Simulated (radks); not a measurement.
Ge4-, 36 electrons, occupied as [Kr]. Calculated with a radial shooting solver on a logarithmic mesh with Libxc functionals: scalar-relativistic Kohn-Sham, r2SCAN, spin-polarised, spherical densities, finite nucleus; meta-GGA in the generalised Kohn-Sham scheme; Fermi nuclear charge, rms radius 4.0742 fm; Watson sphere of charge +3.41 and radius 5.22 bohr.

Radial electron density D(r) = 4 pi r^2 rho(r):

```
   r/bohr * D(r) (the largest magnitude, 45.8, reaches the edge; | marks zero)
  0.00181 |*
 0.002433 | *
 0.003271 |  *
 0.004363 |     *
 0.005865 |        *
 0.007823 |             *
  0.01052 |                    *
  0.01414 |                            *
  0.01886 |                                     *
  0.02536 |                                            *
  0.03382 |                                              *
  0.04547 |                                           *
  0.06113 |                                      *
  0.08154 |                                      *
   0.1096 |                                               *
   0.1462 |                                                      *
   0.1966 |                                              *
   0.2643 |                               *
   0.3525 |                           *
   0.4739 |                                 *
   0.6321 |                              *
   0.8499 |                 *
    1.143 |      *
    1.524 |   *
    2.049 |  *
    2.733 | *
    3.674 | *
     4.94 |*
    6.588 |*
    8.858 *
    11.81 *
    15.88 *
```

D(r) has 3 maxima, at r = 0.0328, 0.149, 0.518 bohr, and minima at 0.0695, 0.325 bohr, inside which lie 2.09, 10.94 electrons.
